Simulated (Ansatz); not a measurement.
`[OH][GaH][GaH2]` + `[NH2][InH2]` → `[OH][GaH][NH][InH2]` + `[GaH3]` at 700 K and 1 bar (cleavage of the Ga–Ga bond).

Computed with Ansatz on PBE0-D4/def2-TZVP structures; ΔE is electronic, products minus reactants. CCSD(T)/CBS adds triple-zeta CCSD(T) − MP2 to the extrapolated MP2 energy (def2 sets, frozen cores). Elements past krypton have def2 core potentials. For Ga, In outer-core shells are correlated without core-valence functions, which leaves a few kJ/mol of doubt a bond. Scalar relativity is left out up to krypton. One conformer a species, not always the lowest.

```tsv
species	CCSD(T)/CBS energy (Eh)	H − E (kJ/mol)	S (J/(mol·K))
`[OH][GaH][GaH2]`	-3925.47057	152.5	433.7
`[NH2][InH2]`	-246.90424	144.8	352.6
`[OH][GaH][NH][InH2]`	-2246.67596	206.8	497.7
`[GaH3]`	-1925.70545	80.8	262.3
```

H − E and S are ideal-gas, rigid-rotor, harmonic terms from PBE0-D4/def2-TZVP, for one conformer and one mirror image of each species. 1 Eh = 2625.50 kJ/mol, R = 8.31446 J/(mol·K).

Q: By hand: ΔE, ΔH, ΔS and ΔG.

A: ΔE = (-2246.67596) + (-1925.70545) − (-3925.47057) − (-246.90424) = -0.00660 Eh = -17.3 kJ/mol. Δ(H − E) = 206.8 + 80.8 − 152.5 − 144.8 = -9.7, so ΔH = -27.0 kJ/mol. ΔS = 497.7 + 262.3 − 433.7 − 352.6 = -26.3 J/(mol·K). ΔG = -27.0 − 700 × (-26.3)/1000 = -8.6 kJ/mol.

Q: By hand: the equilibrium constant, and the temperature at which ΔG would vanish if ΔH and ΔS stayed fixed.

A: log₁₀ K = −ΔG/(RT ln 10) = 0.6. ΔG = 0 at ΔH/ΔS = 1027 K.

TΔS isn't small against ΔH here. A doubt of 5 kJ/mol in ΔE shifts log₁₀ K by 0.4 here. Other conformers and mirror images would add mixing entropy, several J/(mol·K) or more a flexible species. Modes under 60 cm⁻¹, often nearly free rotors, make the harmonic entropy too high. These are equilibria of isolated gas molecules and say nothing of rates. Largest T1 diagnostic: 0.016 (customary marks: 0.02 for closed shells, 0.045 for open ones).
